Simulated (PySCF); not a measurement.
Structure problem from calculated spectra and properties.

Formula: C6H18Si4.

- NMR, other nuclei: isotropic shieldings of nuclei other than C and H, by class: 369 (1 Si), 378 (1 Si), 442 (2 Si) ppm [GIAO PBE/pcSseg-1]
- Dipole: 0.64 D [PBE/pcSseg-1]
- 1H NMR: chemical shifts (computed TMS as zero) by class: 5.01 (1 H), 4.56 (1 H), 4.04 (2 H), 3.87 (2 H), 1.42 (1 H), 1.13 (6 H), 0.73 (2 H), 0.33 (2 H), -0.07 (1 H) ppm [GIAO PBE/pcSseg-1]
- Rotational structure: rotational constants A, B, C: 1.363, 0.401, 0.376 GHz [PBE0-D3(BJ)/def2-SVP]
- 13C NMR: chemical shifts (computed TMS as zero) by class: 23.7 (2 C), 16.5 (1 C), 6.2 (2 C), -3.4 (1 C) ppm [GIAO PBE/pcSseg-1]

The electronic properties come from PySCF, for the isolated species, density fitting. Levels stand in brackets. Geometry: PBE0-D3(BJ)/def2-SVP, one conformer, isolated molecule. NMR values are class means; diastereotopic atoms form classes of their own.

Problem. Give a SMILES that accounts for the data.

Solution. Numbering: `[CH3:1][CH:2]([CH3:3])[Si@H:4]1[SiH2:5][Si@H:6]([CH:7]2[CH2:8][CH2:9]2)[SiH2:10]1`. Its formula, C6H18Si4, gives 2 degrees of unsaturation: 2 rings and 0 π bonds in the structure found. 6 carbons fall into 4 classes; from least to most shielded: methyl carbon [C1/C3] (23.7 ppm, 2 C), chain sp3 carbon bound to silicon [C2] (16.5 ppm), three-membered-ring carbon [C8/C9] (6.2 ppm, 2 C, up to 2.9 ppm apart in this geometry), ring sp3 carbon bound to silicon [C7] (-3.4 ppm). Hydrogen classes from least to most shielded: 1 H on an SiH silicon, Si6 (5.01 ppm), 1 H on an SiH silicon, Si4 (4.56 ppm), 2 H on 2 SiH2 silicons, Si5/Si10 (4.04 ppm), 2 H on 2 SiH2 silicons, Si5/Si10 (3.87 ppm), 1 H on an sp3 carbon bound to silicon, C2 (1.42 ppm), 6 H on 2 methyl carbons, C1/C3 (1.13 ppm, a mean of values up to 0.5 ppm apart in this geometry), 2 H on 2 three-membered-ring carbons, C8/C9 (0.73 ppm), 2 H on 2 three-membered-ring carbons, C8/C9 (0.33 ppm), 1 H on an sp3 carbon bound to silicon, C7 (-0.07 ppm). The other shieldings belong to: 369 ppm, SiH silicon [Si6]; 378 ppm, SiH silicon [Si4]; 442 ppm, SiH2 silicon [Si5/Si10]. The optimised geometry has point group C1 and is an asymmetric top. Structure: `CC(C)[Si@H]1[SiH2][Si@H](C2CC2)[SiH2]1`. Computed isomers that give other values at the same levels: `CC(C)[Si@H]1[SiH2][Si@@H](C2CC2)[SiH2]1` (rotational constant A: 1.023 GHz; this holds for the one conformer computed); `C=CC[SiH2][Si]([SiH3])([SiH3])C1CC1` (13C chemical shifts (computed TMS as zero) by class: 144.2 (1 C), 121.9 (1 C), 21.8 (1 C), 6.2 (2 C), -7.1 (1 C) ppm); `C=CC[Si@@H]1[SiH2][SiH2][Si@H]1CCC` (13C chemical shifts (computed TMS as zero) by class: 142.9 (1 C), 119.0 (1 C), 27.4 (1 C), 22.3 (1 C), 21.0 (1 C), 17.0 (1 C) ppm). The assignments are read from this structure; whether some other isomer fits the data as well wasn't checked.

Shape of the structure used: `[CH3:1][CH:2]([CH3:3])[Si@H:4]1[SiH2:5][Si@H:6]([CH:7]2[CH2:8][CH2:9]2)[SiH2:10]1`: C1–C2–Si4–Si5 -44°, Si5–Si6–C7–C8 -71°.
